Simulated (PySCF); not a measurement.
## Te⁺: ionisation energy

Te⁺ [Kr] 4d10 5s2 5p3 (4S) → Te²⁺ [Kr] 4d10 5s2 5p2 (3P), as a difference of total energies. All numbers are calculated (PySCF 2.14, scalar relativity through the core potential, in aug-cc-pVDZ-PP with ECP28MDF (5s4p3d, 32 functions)). Correlated levels: valence: 4s2 4p6 4d10 frozen. The calculations carry no spin-orbit coupling.

```
           method  ionisation energy (eV)
              UHF                  18.353
             MN15                  18.847
            B3LYP                  18.764
    MP2 (valence)                  18.659
SCS-MP2 (valence)                  18.554
   CCSD (valence)                  18.625
CCSD(T) (valence)                  18.630
```

**Question.** How much does correlation contribute at CCSD(T) (valence)?

**Answer.** 18.630 − (18.353) = 0.277 eV, measured against UHF.

The reference lies between the lowest fine-structure levels, while these numbers refer to the centres of the terms.

Errors of the correlated levels include the incompleteness of this basis and the frozen core.

For comparison: 18.6 ± 0.4 eV (measured; NIST Atomic Spectra Database, ionization energies).
